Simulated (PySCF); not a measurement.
MeSiCl(SeBu)2 (C9H21ClSe2Si): Computed beside measured shifts

System: MeSiCl(SeBu)2 (C9H21ClSe2Si), SMILES CCCC[Se][Si](C)(Cl)[Se]CCCC.

Atom-mapped SMILES (hydrogens are numbered by the atom that bears them): [CH3:1][CH2:2][CH2:3][CH2:4][Se:5][Si:6]([CH3:7])([Cl:8])[Se:9][CH2:10][CH2:11][CH2:12][CH3:13]

Level of theory: GIAO KT3/pcSseg-2, gas phase, PySCF SCF with an in-house response code, fitting set def2-universal-JFIT, grid level 2, non-relativistic, geometry: PBE0-D3(BJ)/def2-SVP.

One optimised conformer. Values are averaged over the atoms that symmetry or fast rotation interchanges, on this one geometry and without vibrational averaging. Shifts are the reference shielding less the shielding here, at the same level (13C, 1H, 29Si against isolated TMS; 77Se against isolated Me2Se); nuclei without a reference have shieldings only.

Spin-orbit coupling is left out, which matters for the heavier atoms here.

Question: What shifts does this level give for Si6, Se5/9, and how do they compare with measurement?

Answer: 
```csv
atom,nucleus,computed / ppm,measured / ppm,computed less measured,measured against,medium of the measurement
Si6,29Si,62.0,20.3,41.7,TMS,solution
Se5/9,77Se,-109.7,-28,-81.7,Me2Se,solution
```

Measured values: U. Herzog, Habilitationsschrift, TU Bergakademie Freiberg, 2002/2003.
